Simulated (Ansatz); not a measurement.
FH2InOS, SMILES `[OH][In]([F])[SH]`. The species carries charge 0 and has multiplicity 1. In: def2 effective core potential. The structure was optimised at the PBE0-D4/def2-TZVP level. It is one conformer, not always the lowest.

```xyz
6

O     0.924    1.786   -0.392
In    0.039    0.078   -0.004
F    -0.255   -0.190    1.907
S    -0.676   -1.601   -1.476
H     1.101    2.273    0.419
H    -1.133   -2.347   -0.454
```

(1) What is the dipole moment at ωB97M-V/def2-TZVPP? (Estimate.)

(2) And with PBE, r2SCAN, B3LYP? (Best estimate.)

(3) Give the Mulliken charges with ωB97M-V, r2SCAN, B3LYP in def2-TZVPP. (An estimate is asked.)

Results:

(1) Ansatz gave: 0.66 D, with components (-0.13, -0.36, -0.53) D in this frame, pointing from negative to positive charge.

(2) Computed: PBE 0.62 D, r2SCAN 0.61 D, B3LYP 0.73 D.

(3) Ansatz gave: 
```tsv
atom	ωB97M-V	r2SCAN	B3LYP
O1	-0.50	-0.51	-0.49
In2	0.96	0.98	0.97
F3	-0.49	-0.48	-0.49
S4	-0.30	-0.32	-0.31
H5	0.18	0.21	0.19
H6	0.14	0.13	0.13
```

B3LYP here is the variant with VWN-RPA as its local correlation; programs differ in this.
